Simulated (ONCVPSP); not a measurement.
## Plane-wave convergence, ONCV potential for Si

```json
{"Element": "Si", "Generator": "ONCVPSP 4.0.1", "Type": "optimised norm-conserving Vanderbilt (ONCV)", "Functional": "PBEsol", "Relativity": "scalar-relativistic", "Frozen core": "[Ne]", "Valence charge": "4", "Reference configuration": "3s2 3p1 (charge +1)", "Partial waves": "3s: rc 1.65 bohr, ncon 4, nbas 8, qcut 4.4 1/bohr, 2 projectors, debl 2 Ha; 3p: rc 1.90 bohr, ncon 4, nbas 8, qcut 3.9 1/bohr, 2 projectors, debl 1.1 Ha", "Local potential": "polynomial inside 1.30 bohr (lpopt 5, dvloc0 -1 Ha)", "Core correction": "Teter function, fcfact 4.25, rcfact 1.1"}
```

Q: For each optimised wave give the share of its norm inside rc, the residual kinetic energy above qcut (Ha) and the cutoffs (Ha) for errors of 10, 1, 0.1 and 0.01 mHa per electron.

A:

```json
{"wave": "3s", "norm inside rc": "0.321", "residual KE": "2.0e-04", "10 mHa": "5.4", "1 mHa": "8.1", "0.1 mHa": "11.7", "0.01 mHa": "33.3"}
{"wave": "s projector 2", "norm inside rc": "0.094", "residual KE": "8.1e-04", "10 mHa": "6.6", "1 mHa": "9.6", "0.1 mHa": "68.0", "0.01 mHa": "87.5"}
{"wave": "3p", "norm inside rc": "0.314", "residual KE": "1.4e-04", "10 mHa": "2.2", "1 mHa": "3.5", "0.1 mHa": "8.6", "0.01 mHa": "43.3"}
{"wave": "p projector 2", "norm inside rc": "0.223", "residual KE": "4.1e-04", "10 mHa": "3.5", "1 mHa": "5.3", "0.1 mHa": "40.6", "0.01 mHa": "73.1"}
```

The occupied waves need 8.1 Ha and 12 Ha for 1 and 0.1 mHa. Note: no bound ghost flagged; GHOST(+) flagged for s at 79.9 eV.
